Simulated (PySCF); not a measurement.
C8H7BrS.
Bonds: C1–C2, C2–S3 (double), C2–C4, C4–C5 (aromatic), C5–C6 (aromatic), C6–C7 (aromatic), C7–Br8, C7–C9 (aromatic), C9–C10 (aromatic), C4–C10 (aromatic). Hydrogens: H11, H12, H13 on C1; H14 on C5; H15 on C6; H16 on C9; H17 on C10.

A GFN2-xTB structure was refined with PBE0-D3(BJ)/def2-SVP geometry optimisation, gas phase in PySCF 2.14.0. Its GFN2-xTB values:

```tsv
coordinate	GFN2-xTB
C1–C2	1.493 Å
C1–H11	1.090 Å
C2=S3	1.638 Å
C2–C4	1.454 Å
C4–C5	1.401 Å
C5–C6	1.377 Å
C5–H14	1.079 Å
C6–C7	1.387 Å
C6–H15	1.079 Å
C7–Br8	1.901 Å
C1–C2–S3	119.2°
C1–C2–C4	119.4°
C2–C4–C5	120.2°
S3–C2–C4	121.5°
C4–C5–C6	121.4°
C5–C4–C10	118.1°
C5–C6–C7	119.1°
C6–C7–C9	120.9°
C1–C2–C4–C5	-175°
```

How do these coordinates change at the PBE0-D3(BJ)/def2-SVP level?

| coordinate | PBE0-D3(BJ)/def2-SVP (Å or °) | change |
| --- | --- | --- |
| C2–C4 | 1.479 | +0.025 |
| C7–Br8 | 1.882 | -0.019 |
| C5–H14 | 1.093 | +0.014 |
| C1–H11 | 1.103 | +0.013 |
| C6–H15 | 1.091 | +0.012 |
| C6–C7 | 1.397 | +0.010 |
| C5–C6 | 1.386 | +0.009 |
| C1–C2 | 1.501 | +0.008 |
| C4–C5 | 1.406 | +0.005 |
| C2=S3 | 1.638 | 0.000 |
| C1–C2–C4 | 117.4 | -2.0 |
| S3–C2–C4 | 122.6 | +1.1 |
| C1–C2–S3 | 120.0 | +0.8 |
| C2–C4–C5 | 120.8 | +0.6 |
| C5–C4–C10 | 117.8 | -0.3 |
| C6–C7–C9 | 120.7 | -0.2 |
| C5–C6–C7 | 119.3 | +0.2 |
| C4–C5–C6 | 121.5 | +0.1 |
| C1–C2–C4–C5 | -178 | -3 |

The energy falls by 5.4 kJ/mol over 7 energy and gradient evaluations, the largest force component goes from 0.0136 to 2.4e-04 Eh/bohr, and the atoms move by 0.044 Å rms after alignment. The bond that changes most is C2–C4 (thiocarbonyl carbon to substituted aromatic carbon), which lengthens by 0.025 Å. Bonds longer at the end by more than 0.005 Å: 15 of 17; shorter: 1. Rotational constants go from 2937, 305.2, 277.0 to 2922, 302.3, 274.4 MHz.

The run used 197 basis functions and 50 SCF cycles in all. The run took about 3 min of CPU time (one thread, shared machine).

No PBE0-D3(BJ)/def2-SVP frequencies stand behind this structure, so it isn't proved a minimum. The numbers are those of one conformer.

Conformer computed: `[CH3:1][C:2](=[S:3])[c:4]1[cH:5][cH:6][c:7]([Br:8])[cH:9][cH:10]1`: C1–C2–C4–C5 -178°.
